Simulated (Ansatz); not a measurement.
Reaction (cleavage of the B–Si bond): `B[SiH2]N` + `[SiH3][SiH2][SeH]` → `B[Se][SiH2][SiH3]` + `N[SiH3]`

Gas-phase electronic energies from Ansatz, PBE0-D4/def2-TZVP geometries. CCSD(T)/CBS adds triple-zeta CCSD(T) − MP2 to the extrapolated MP2 energy (def2 sets, frozen cores). This one scheme is used for every species. Functionals use def2-TZVPP. B3LYP here is the variant with VWN-RPA as its local correlation; programs differ in this. For Se outer-core shells are correlated without core-valence functions, which leaves a few kJ/mol of doubt a bond. Scalar relativity is left out up to krypton. Each species was taken in one conformer, which may not be the lowest.

**Question.** Is it downhill or uphill in electronic energy at CCSD(T)/CBS, and by how much? (Estimate.)

**Answer.** Ansatz gave: Downhill: ΔE = -116.2 kJ/mol.

**Question.** What do these levels give: PBE0-D4, B3LYP-D4, BLYP, r2SCAN, PBE0, B3LYP, MP2/def2-SVP, CCSD/def2-SVP, CCSD(T)/def2-SVP, MP2/def2-QZVPP, SCS-MP2/def2-QZVPP, CCSD/CBS(def2)? (Estimate.)

**Answer.** Ansatz gave: PBE0-D4 -111.2, B3LYP-D4 -112.2, BLYP -108.0, r2SCAN -113.5, PBE0 -109.1, B3LYP -108.3, MP2/def2-SVP -127.6, CCSD/def2-SVP -115.8, CCSD(T)/def2-SVP -119.7, MP2/def2-QZVPP -125.9, SCS-MP2/def2-QZVPP -119.8, CCSD/CBS(def2) -112.2 kJ/mol.

Largest T1 diagnostic among the species: 0.014.

The D4 term adds −3.9 kJ/mol with B3LYP and −2.1 kJ/mol with PBE0; it sums over pairs of atoms, weighted by their polarisabilities, and B3LYP, whose exchange is more repulsive, gets the larger term. Leaving LDA and LC-ωPBE aside and taking each functional with its dispersion term where it has one, the values, not all of them listed here, spread over 8.7 kJ/mol, from PBE-QIDH to B97M-V. LDA lies −5.4 kJ/mol from PBE without D4. At CCSD(T), def2-SVP lies −3.5 kJ/mol from the extrapolated value and def2-TZVPP −0.1 kJ/mol.
